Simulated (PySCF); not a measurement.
SMILES O[Si](O)(O)O[Si](O)(O)[OH2+] (H₇O₇Si₂ (cation, charge +1)), GFN2-xTB optimised geometry.

```
16

O      2.28    -0.56    -0.47
Si     1.07    -0.65     0.58
O      0.36     0.83     0.58
O      1.32    -1.22     2.05
O     -0.15    -1.61     0.00
Si    -1.74    -1.61     0.00
O     -2.53    -1.96     1.34
O     -2.40    -2.21    -1.31
O     -2.04     0.16     0.00
H      2.79    -1.31    -0.77
H      0.88     1.61     0.37
H      2.05    -0.99     2.62
H     -2.69    -2.83     1.67
H     -2.01    -2.23    -2.19
H     -2.79     0.48     0.53
H     -1.17     0.63     0.24
```

Density from CAM-B3LYP/def2-TZVP run with PySCF at that geometry.

Minimum of the electron density along straight lines between bonded atoms, close to the bond critical point (lines longer than 1.1 times the sum of covalent radii, or with two minima, are not listed):

```csv
bond,length / Å,ρ at the minimum / e bohr⁻³,∇²ρ there / e bohr⁻⁵,position (fraction from the first atom)
O1–Si2,1.600,0.155,0.97,0.59
Si2–O3,1.650,0.138,0.79,0.41
Si2–O4,1.600,0.155,0.98,0.42
Si2–O5,1.646,0.135,0.80,0.41
O5–Si6,1.595,0.155,0.99,0.58
Si6–O7,1.591,0.159,1.02,0.42
Si6–O8,1.586,0.161,1.03,0.42
Si6–O9,1.793,0.097,0.45,0.40
O1–H10,0.954,0.355,-2.51,0.82
O3–H11,0.957,0.353,-2.49,0.82
O4–H12,0.954,0.355,-2.51,0.82
O7–H13,0.955,0.352,-2.51,0.82
O8–H14,0.956,0.351,-2.50,0.82
O9–H15,0.967,0.343,-2.45,0.82
O9–H16,1.017,0.289,-1.91,0.82
```
